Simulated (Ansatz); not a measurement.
`ClCC1=C[SiH2]1` + H₂ → `CC1=C[SiH2]1` + HCl at 600 K and 1 bar (hydrogenolysis of a C–Cl bond).

Program: Ansatz. Geometries: PBE0-D4/def2-TZVP. ΔE: electronic, gas phase. CCSD(T)/CBS is the MP2 limit (def2-TZVPP, def2-QZVPP) plus CCSD(T) − MP2 in def2-TZVPP, frozen cores. This one scheme is used for every species. Each species was taken in one conformer, which may not be the lowest.

| species | CCSD(T)/CBS energy (Eh) | H − E (kJ/mol) | S (J/(mol·K)) |
| --- | --- | --- | --- |
| `ClCC1=C[SiH2]1` | -865.94776 | 231.8 | 421.0 |
| H₂ | -1.17544 | 43.9 | 150.8 |
| `CC1=C[SiH2]1` | -406.77515 | 248.0 | 378.6 |
| HCl | -460.38127 | 35.4 | 207.2 |

H − E and S are ideal-gas, rigid-rotor, harmonic terms from PBE0-D4/def2-TZVP, for one conformer and one mirror image of each species. The MP2-based limit puts H₂ 0.8 mEh under its directly extrapolated value; such offsets cancel only in part. 1 Eh = 2625.50 kJ/mol, R = 8.31446 J/(mol·K).

Problem. By hand: ΔE, ΔH, ΔS and ΔG.

Solution. ΔE = (-406.77515) + (-460.38127) − (-865.94776) − (-1.17544) = -0.03322 Eh = -87.2 kJ/mol. Δ(H − E) = 248.0 + 35.4 − 231.8 − 43.9 = 7.7, so ΔH = -79.5 kJ/mol. ΔS = 378.6 + 207.2 − 421.0 − 150.8 = 14.0 J/(mol·K). ΔG = -79.5 − 600 × (14.0)/1000 = -87.9 kJ/mol.

Problem. By hand: the equilibrium constant, and the temperature at which ΔG would vanish if ΔH and ΔS stayed fixed.

Solution. log₁₀ K = −ΔG/(RT ln 10) = 7.7. ΔH and −TΔS have one sign here, so there is no such temperature.

The number of gas molecules stays the same, so ΔS is small and ΔH decides. A doubt of 5 kJ/mol in ΔE shifts log₁₀ K by 0.4 here. Other conformers and mirror images would add mixing entropy, several J/(mol·K) or more a flexible species. Modes under 60 cm⁻¹, often nearly free rotors, make the harmonic entropy too high. These are equilibria of isolated gas molecules and say nothing of rates. Largest T1 diagnostic: 0.012 (customary marks: 0.02 for closed shells, 0.045 for open ones).
